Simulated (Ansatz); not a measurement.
Species: C2H4Br2, charge 0, singlet. C2H4Br2 (1,1-dibromoethane, SMILES BrC(Br)C).
B3LYP-D3(BJ)/def2-TZVP minimum from Ansatz (an electronic-structure program):
```
C
H 1 1.0824
C 1 1.5066 2 113.45
H 3 1.0886 1 110.99 2 -180.00
H 3 1.0910 4 108.84 1 -120.66
H 3 1.0910 4 108.84 5 -118.68
Br 1 1.9632 2 105.03 3 -121.47
Br 1 1.9632 2 105.03 3 121.47
```

Atomisation energy term by term, kcal/mol (programs: Ansatz). Radicals and triplets start from unrestricted determinants; spin-orbit coupling is neglected. Correlated methods leave the cores frozen (noble-gas shells, and filled d and f shells in the p block). No relativity. CBS(X,Y): correlation extrapolated as X^-3, Hartree-Fock from the larger set. A bracket is a step between two methods taken in the basis named. Where a partner has so few electrons that a lower coupled-cluster level is exact, that level stands in. Spin-orbit terms, left out, reach several kcal/mol for Br and I, and more for heavier atoms.

```
term                               basis  kcal/mol
------------------  --------------------  --------
Hartree-Fock                     cc-pVQZ    465.88
CCSD correlation    CBS(cc-pVTZ,cc-pVQZ)    165.41
(T)                 CBS(cc-pVTZ,cc-pVQZ)     12.80
CCSDT(Q) - CCSD(T)               cc-pVDZ      0.42
sum: De                                      644.5
```
